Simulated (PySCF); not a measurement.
Compound: CF3C(O)CH3, C3H3F3O.
Bonds: C1–C2, C2–O3 (double), C2–C4, C4–F5, C4–F6, C4–F7. Hydrogens: H8, H9, H10 on C1.

Linear response at CAM-B3LYP/def2-SVPD (PySCF, frozen core in the response, non-relativistic). Geometry: PBE0-D3(BJ)/def2-SVP; no solvent, vibrations or thermal averaging.

Static isotropic polarisability: 42.30 au (6.27 Å³), principal values 35.9, 44.0, 47.0 au.

**Question.** What is the polarisability at 1064 nm and at the sodium D line?

**Answer.** 42.52 au at 1064 nm (+0.5 %), 43.05 au at 589.3 nm (+1.8 %). The rise at 589.3 nm is 3.33 times that at 1064 nm; a pure ω² law gives 3.26. The lowest singlet lies at 285 nm, shorter than both wavelengths.

**Question.** What is the isotropic C6 coefficient between two such molecules, C6 = (3/π)∫α(iω)² dω?

**Answer.** 948.8 au (Eh·bohr⁶) by a ten-point quadrature over imaginary frequencies, which is 567 eV·Å⁶ or 54.7 J·nm⁶/mol.

**Question.** Which effective excitation energy ω̄ makes London's formula C6 = (3/4)α²ω̄ exact here?

**Answer.** ω̄ = 4·C6/(3α²) = 0.707 Eh = 19.2 eV. A one-pole form α(ω) = α/(1 − ω²/ω̄²) fitted to the 1064 nm value gives 16.0 eV. London's choice of the ionisation energy (11.02 eV, ΔSCF at the same level) gives C6 = 543 au, 43 % too low.

**Question.** How anisotropic is the static polarisability, by Δα² = ½[(α1 − α2)² + (α2 − α3)² + (α3 − α1)²]?

**Answer.** Δα = 10.0 au, or 0.24 of the isotropic value.

**Question.** How many electrons N does the Slater–Kirkwood formula C6 = (3/4)·√N·α^(3/2) need to give this C6?

**Answer.** N = (4·C6/3)²/α³ = 21.2; the species has 56 electrons in all.

**Question.** What molar refraction at the D line follows from R = (4π/3)·N_A·α′, with α′ the polarisability volume?

**Answer.** α′ = 6.38 Å³ gives R = 16.09 cm³/mol, for isolated, non-vibrating species.

**Question.** The lowest 6 singlets have (eV, f): 4.36, 0.000; 8.06, 0.017; 8.37, 0.002; 8.88, 0.143; 9.27, 0.109; 9.32, 0.001. What share of the static polarisability do they carry in the sum over states α = Σ f/ω²?

**Answer.** 2.51 au, 5.9 % of α; the largest term, 1.35 au, is that of the state at 8.88 eV. Their oscillator strengths add up to 0.27. Higher states carry the rest.

**Question.** What does −C6/R⁶ come to at R = 8 Å between centres?

**Answer.** -210 J/mol. This is the leading, orientation-averaged term; C8 and higher terms are left out.

Shape of the structure used: `[CH3:1][C:2](=[O:3])[C:4]([F:5])([F:6])[F:7]`: C1–C2–C4–F5 59°.
